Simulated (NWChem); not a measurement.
**Atomisation of C2HF2**

```
C
C 1 1.3124
F 1 1.3189 2 124.84
F 1 1.3256 2 125.29 3 180.00
H 2 1.0834 1 140.60 3 180.00
```
Charge 0, spin multiplicity 2.

The numbers come from NWChem runs, not from measurements. All single points use one geometry, from UB3LYP/def2-SVP, a minimum by its harmonic frequencies.

Basis set: def2-TZVP. The atomisation energy is electronic alone: no zero-point, thermal, spin-orbit or counterpoise terms. No value is extrapolated to the basis-set limit. Free atoms are single determinants with multiplicities C 3, F 2, H 2.

B3LYP has NWChem's definition, with VWN1-RPA local correlation. The structure started from a generated list of species. The unpaired electrons of the parent sit in orbitals of symmetry a' (Cs labels of the run); other states weren't searched. The stability of the SCF solutions was not checked. Open-shell Hartree-Fock references start from PBE0 orbitals.

Q: For the atomisation energy, BLYP gives 467.5 kcal/mol and BHandHLYP gives 432.5 kcal/mol. What do B3LYP, LDA (SVWN5), PBE0 give?

A: B3LYP: 460.0 kcal/mol; LDA (SVWN5): 565.3 kcal/mol; PBE0: 468.8 kcal/mol.
